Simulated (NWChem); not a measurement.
System: CH₆O₂SSi; SMILES C[Si](O)(O)S

Parts of the log:

```
             Northwest Computational Chemistry Package (NWChem) 7.3.0
             --------------------------------------------------------

 C1  symmetry detected

                             Geometry "geometry" -> ""
                             -------------------------

 Output coordinates in angstroms (scale by  1.889725989 to convert to a.u.)

  No.       Tag          Charge          X              Y              Z
 ---- ---------------- ---------- -------------- -------------- --------------
    1 C                    6.0000     1.57030030     1.10935320     0.56579877
    2 Si                  14.0000    -0.05000539     0.37231908     0.00685540
    3 O                    8.0000    -0.36898778     1.06419765    -1.46054986
    4 O                    8.0000    -1.34580290     0.68766740     0.99896308
    5 S                   16.0000     0.04136577    -1.79756903    -0.06874780
    6 H                    1.0000     1.47820883     2.20003643     0.61884246
    7 H                    1.0000     1.86480029     0.73822443     1.55283635
    8 H                    1.0000     2.37389473     0.87512339    -0.14127475
    9 H                    1.0000    -1.20739001     0.80830399    -1.87218553
   10 H                    1.0000    -1.43418744     0.13764287     1.79004922
   11 H                    1.0000     1.25942034    -1.88173334    -0.64637699

 Effective nuclear repulsion energy (a.u.)     310.6115677612

  xc_inp: hfexch multiplicative factor not found.

                                 NWChem DFT Module
                                 -----------------

 Summary of "ao basis" -> "ao basis" (spherical)
 ------------------------------------------------------------------------------
       Tag                 Description            Shells   Functions and Types
 ---------------- ------------------------------  ------  ---------------------
 C                           6-31g*                  6       14   3s2p1d
 Si                          6-31g*                  8       18   4s3p1d
 O                           6-31g*                  6       14   3s2p1d
 S                           6-31g*                  8       18   4s3p1d
 H                           6-31g*                  2        2   2s

            General Information
            -------------------
          SCF calculation type: DFT
          Wavefunction type:  closed shell.
          No. of atoms     :    11
          No. of electrons :    58
           Alpha electrons :    29
            Beta electrons :    29
          Charge           :     0
          Spin multiplicity:     1
          Use of symmetry is: off; symmetry adaption is: off
          Maximum number of iterations: 150
          AO basis - number of functions:    90
                     number of shells:    46
          Convergence on energy requested:  1.00D-06
          Convergence on density requested:  1.00D-05
          Convergence on gradient requested:  5.00D-04

              XC Information
              --------------
                     Hartree-Fock (Exact) Exchange  1.000

      Superposition of Atomic Density Guess
      -------------------------------------

 Sum of atomic energies:        -876.43134232

      Non-variational initial energy
      ------------------------------

 Total energy =    -878.361036
 1-e energy   =   -1827.818617
 2-e energy   =     638.846013
 HOMO         =      -0.326335
 LUMO         =       0.058984

     ---------------------------------------------
      Total Density - Mulliken Population Analysis
     ---------------------------------------------

    Atom       Charge   Shell Charges
 -----------   ------   -------------------------------------------------------
    1 C    6     6.98   2.00  0.72  2.11  0.71  1.43  0.02
    2 Si  14    12.57   2.00  2.00  5.97  0.81  1.18  0.11  0.25  0.26
    3 O    8     9.02   2.00  0.93  3.14  0.90  2.03  0.01
    4 O    8     9.03   2.00  0.93  3.15  0.91  2.04  0.01
    5 S   16    16.59   2.00  2.00  5.98  1.32  3.15  0.55  1.56  0.03
    6 H    1     0.74   0.45  0.29
    7 H    1     0.73   0.45  0.28
    8 H    1     0.73   0.45  0.28
    9 H    1     0.44   0.35  0.09
   10 H    1     0.44   0.35  0.09
   11 H    1     0.73   0.39  0.34

   convergence    iter        energy       DeltaE   RMS-Dens  Diis-err
 ---------------- ----- ----------------- --------- --------- ---------
 d= 0,ls=0.0,diis     1   -877.5381721892 -1.19D+03  8.28D-03  8.40D-01
 d= 0,ls=0.0,diis     2   -877.6195525612 -8.14D-02  2.90D-03  2.39D-01
 d= 0,ls=0.0,diis     3   -877.6424170615 -2.29D-02  9.32D-04  7.15D-03
 d= 0,ls=0.0,diis     4   -877.6436564926 -1.24D-03  2.59D-04  2.54D-04
 d= 0,ls=0.0,diis     5   -877.6437218508 -6.54D-05  6.59D-05  1.66D-05
  Resetting Diis
 d= 0,ls=0.0,diis     6   -877.6437262620 -4.41D-06  2.24D-05  1.23D-06
 d= 0,ls=0.0,diis     7   -877.6437266910 -4.29D-07  4.72D-06  8.61D-08

         Total DFT energy =     -877.643726691009
      One electron energy =    -1831.928712035737
           Coulomb energy =      713.051792032231
    Exchange-Corr. energy =      -69.378374448686
 Nuclear repulsion energy =      310.611567761183

 Numeric. integr. density =        0.000000000000

                       DFT Final Molecular Orbital Analysis
                       ------------------------------------

 Vector   27  Occ=2.000000D+00  E=-4.935591D-01
              MO Center=  1.1D-02,  3.3D-01,  3.3D-01, r^2= 4.0D+00
   Bfn.  Coefficient  Atom+Function         Bfn.  Coefficient  Atom+Function
  ----- ------------  ---------------      ----- ------------  ---------------
    49      0.339452   4 O  px                3      0.267888   1 C  px
    53      0.268098   4 O  px               21     -0.212227   2 Si px
    68     -0.181520   5 S  py                7      0.170625   1 C  px
    36     -0.171026   3 O  py               67     -0.157337   5 S  px
    20     -0.141480   2 Si s                40     -0.137080   3 O  py

 Vector   28  Occ=2.000000D+00  E=-4.254288D-01
              MO Center=  2.0D-01, -7.8D-01,  6.1D-02, r^2= 3.9D+00
   Bfn.  Coefficient  Atom+Function         Bfn.  Coefficient  Atom+Function
  ----- ------------  ---------------      ----- ------------  ---------------
    68      0.498743   5 S  py               72      0.277414   5 S  py
    22     -0.247514   2 Si py               64     -0.189966   5 S  py
     3      0.188449   1 C  px               36      0.157456   3 O  py
     7      0.147534   1 C  px               40      0.131733   3 O  py
     4      0.127913   1 C  py               50      0.127404   4 O  py

 Vector   29  Occ=2.000000D+00  E=-3.808640D-01
              MO Center=  6.1D-02, -1.6D+00, -8.2D-02, r^2= 2.0D+00
   Bfn.  Coefficient  Atom+Function         Bfn.  Coefficient  Atom+Function
  ----- ------------  ---------------      ----- ------------  ---------------
    69      0.590617   5 S  pz               73      0.382086   5 S  pz
    67      0.290736   5 S  px               65     -0.223281   5 S  pz
    71      0.191907   5 S  px               63     -0.109914   5 S  px
    36     -0.096204   3 O  py               40     -0.084470   3 O  py
     6     -0.064727   1 C  s                 4      0.058717   1 C  py

 Vector   30  Occ=0.000000D+00  E= 1.584664D-01
              MO Center= -6.6D-02, -9.9D-01,  2.2D-01, r^2= 5.3D+00
   Bfn.  Coefficient  Atom+Function         Bfn.  Coefficient  Atom+Function
  ----- ------------  ---------------      ----- ------------  ---------------
    90      1.241332  11 H  s                70     -0.953863   5 S  s
    24      0.833805   2 Si s                71     -0.729946   5 S  px
    52     -0.577165   4 O  s                 6     -0.446849   1 C  s
    88      0.438868  10 H  s                84      0.350286   8 H  s
    73      0.346707   5 S  pz               20     -0.236219   2 Si s

 Vector   31  Occ=0.000000D+00  E= 1.931875D-01
              MO Center= -6.8D-02,  4.3D-02, -8.2D-01, r^2= 5.5D+00
   Bfn.  Coefficient  Atom+Function         Bfn.  Coefficient  Atom+Function
  ----- ------------  ---------------      ----- ------------  ---------------
    24      1.190098   2 Si s                38     -0.857587   3 O  s
     6     -0.852306   1 C  s                86      0.568266   9 H  s
    27     -0.551581   2 Si pz               72     -0.551527   5 S  py
    90     -0.388640  11 H  s                82      0.378221   7 H  s
    80      0.333004   6 H  s                71      0.296396   5 S  px

 Vector   32  Occ=0.000000D+00  E= 2.045087D-01
              MO Center=  4.7D-02, -1.4D-01,  6.0D-01, r^2= 5.7D+00
   Bfn.  Coefficient  Atom+Function         Bfn.  Coefficient  Atom+Function
  ----- ------------  ---------------      ----- ------------  ---------------
    27      1.042871   2 Si pz                6     -0.938121   1 C  s
    24      0.856578   2 Si s                90     -0.631873  11 H  s
    52     -0.569075   4 O  s                73     -0.467875   5 S  pz
    38      0.416902   3 O  s                72     -0.418117   5 S  py
    71      0.378865   5 S  px               80      0.304342   6 H  s

     ---------------------------------------------
      Total Density - Mulliken Population Analysis
     ---------------------------------------------

    Atom       Charge   Shell Charges
 -----------   ------   -------------------------------------------------------
    1 C    6     6.81   2.00  0.64  2.07  0.74  1.34  0.03
    2 Si  14    12.64   2.00  2.00  5.98  0.79  1.43 -0.05  0.14  0.37
    3 O    8     8.87   2.00  0.88  2.91  0.98  2.09  0.02
    4 O    8     8.89   2.00  0.88  2.91  0.98  2.10  0.02
    5 S   16    16.45   2.00  2.00  5.98  1.27  3.06  0.63  1.46  0.05
    6 H    1     0.79   0.51  0.28
    7 H    1     0.81   0.51  0.30
    8 H    1     0.80   0.51  0.29
    9 H    1     0.52   0.45  0.07
   10 H    1     0.52   0.45  0.07
   11 H    1     0.89   0.49  0.40

     -------------------------------------------
      Total Density - Lowdin Population Analysis
     -------------------------------------------

    Atom       Charge   Shell Charges
 -----------   ------   -------------------------------------------------------
    1 C    6     6.60   1.99  0.56  1.90  0.48  1.62  0.05
    2 Si  14    13.22   2.00  1.97  5.89  0.54  1.38  0.27  0.64  0.55
    3 O    8     8.59   1.99  0.86  2.79  0.72  2.20  0.03
    4 O    8     8.60   1.99  0.86  2.79  0.73  2.21  0.03
    5 S   16    16.28   2.00  1.99  5.91  1.06  2.83  0.61  1.83  0.06
    6 H    1     0.84   0.48  0.36
    7 H    1     0.85   0.49  0.36
    8 H    1     0.84   0.48  0.36
    9 H    1     0.64   0.43  0.21
   10 H    1     0.64   0.43  0.21
   11 H    1     0.88   0.47  0.41

     Multipole analysis of the density
     ---------------------------------

     L   x y z        total         alpha         beta         nuclear
     -   - - -        -----         -----         ----         -------
     0   0 0 0     -0.000000    -29.000000    -29.000000     58.000000

     1   1 0 0      0.260349      0.130174      0.130174      0.000000
     1   0 1 0     -0.061932     -0.030966     -0.030966     -0.000000
     1   0 0 1      0.299772      0.149886      0.149886     -0.000000

     2   2 0 0    -31.482719    -99.366623    -99.366623    167.250528
     2   1 1 0     -0.125546     -2.954570     -2.954570      5.783594
     2   1 0 1      0.503417     -1.874776     -1.874776      4.252970
     2   0 2 0    -38.400505   -169.599521   -169.599521    300.798537
     2   0 1 1      0.779350     -1.706060     -1.706060      4.191471
     2   0 0 2    -31.084397    -81.584562    -81.584562    132.084727
```

Level: Hartree-Fock/6-31G* (spherical d). Structure relaxed at the B3LYP/6-31G* (spherical d) level.

Problem. Which NWChem input produces such a log?

Solution. Several could match; the one computed here: the input that was run:
```
start job
memory heap 200 mb stack 900 mb global 1100 mb
geometry units angstroms noautoz
  C      1.618513     1.094312     0.410859
  Si    -0.067432     0.412021    -0.005189
  O     -0.496921     1.130498    -1.431041
  O     -1.257793     0.753470     1.103534
  S     -0.049281    -1.758556    -0.108847
  H      1.564800     2.186520     0.482140
  H      1.989843     0.702892     1.363547
  H      2.347224     0.845014    -0.368507
  H     -1.376569     0.904332    -1.767065
  H     -1.290791     0.196857     1.894261
  H      1.108285    -1.871610    -0.795619
end
basis spherical
  * library 6-31g*
end
dft
  xc hfexch
  iterations 150
  mulliken
end
task dft energy
```
